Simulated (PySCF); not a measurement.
# Unknown compound

Molecular formula: C4H9FO3Si. Simulated spectra:

¹H NMR (400 MHz, computed): δ 5.13 (d, 1H), 4.87 (d, 1H), 4.56 (m, 1H), 3.60 (s, 3H), 1.82 (br s, 1H), 1.14 (m, 1H), 1.09 (m, 1H).

¹³C{¹H} NMR (computed): δ 86.6 (C), 78.2 (CH), 53.6 (CH3), 20.8 (CH2).

PySCF 2.14.0 with density-fitted response routines calculation with σ from GIAO-PBE0/pcSseg-1 and GFN2-xTB structure; non-relativistic, single conformer, fast rotation and ring inversion assumed for equivalent nuclei, no solvent.

Shifts are taken against calculated references (same method and geometry level): ¹H (31.72 ppm) and ¹³C (186.93 ppm) vs TMS.

**Question.** Deduce the structure.

**Answer.** 
- The formula gives 1 degree of unsaturation (1 ring in the answer).
- 4 carbon signals for 4 carbons: no two carbons are equivalent.
- Carbon types of the structure: 1 × C, 1 × CH, 1 × CH2, 1 × CH3, leaving 3 H on heteroatoms.
- δC 86.6: sp3 carbon bearing two oxygens; 2 electronegative neighbours deshield it.
- δC 78.2, 20.8: three-membered-ring carbon.
- δC 53.6: methyl carbon bonded to O; deshielded by the electronegative neighbour.
- δH 5.13, 4.87: hydrogen on a silicon bonded to 2 O.
- δH 4.56, 1.14, 1.09: hydrogen on a three-membered-ring carbon.
- δH 3.60: hydrogen on a methyl carbon bonded to O; its carbon carries O, hence the downfield position.
- δH 1.82: hydrogen on an oxygen bonded to Si; exchangeable, gas-phase position.

The compound is `O([C@]1(OC)C[C@@H]1F)[SiH2]O`.

This is the structure that produced the data.

The OH or NH signal is concentration- and solvent-dependent in practice; the value given is the gas-phase one. Splittings by ¹⁹F in the carbon and heteronuclear signals aren't shown, as no couplings were computed. Shifts are as computed. Against solution values, carbons near 30 ppm lie about +3 ppm off and those near 130 ppm about +5 ppm. Of 1309 compounds with measured shifts, 239 miss one by over three times the rms of a fit or turn the order of signals round; such compounds aren't used in these exercises. Multiplicities follow the n + 1 count of equivalent neighbours, as no J values were calculated; m marks all less simple cases, F and P coupling included.
